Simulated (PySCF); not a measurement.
Ligands exchanged one at a time, Ge OCH3-I. Isolated molecules, 0 K electronic values unless said otherwise. One relaxed conformer stands for each flexible species; it need not be the lowest. Strings in code marks are SMILES.

Method: PySCF 2.14.0 with PBE-D3(BJ)/def2-TZVP // PBE0-D3(BJ)/def2-SVP. All candidates: neutral, multiplicity 1. Excitations are Tamm–Dancoff values on a coarser integration grid. The basis has no diffuse functions, so Rydberg states are missing or too high.

```json
{
  "S1 excitation (TDA)": "3.13 eV",
  "T1 excitation (TDA)": "2.85 eV",
  "HOMO–LUMO gap": "2.99 eV"
}
```

Q: Identify which member has these values.
(A) `C[O][Ge]([I])([O]C)[O]C`
(B) `C[O][Ge]([O]C)([O]C)[O]C`
(C) `C[O][Ge]([I])([I])[I]` (C–O–Ge–I torsion 180°)
(D) `C[O][Ge]([I])([I])[O]C` (C–O–Ge–I torsion -63°, I–Ge–O–C torsion -178°)

A: C, `C[O][Ge]([I])([I])[I]` (C–O–Ge–I torsion 180°). The others give `C[O][Ge]([I])([I])[O]C` (C–O–Ge–I torsion -63°, I–Ge–O–C torsion -178°): 3.85 eV, 3.50 eV, 3.67 eV; `C[O][Ge]([I])([O]C)[O]C`: 4.81 eV, 4.47 eV, 4.65 eV; `C[O][Ge]([O]C)([O]C)[O]C`: 5.77 eV, 5.47 eV, 5.62 eV
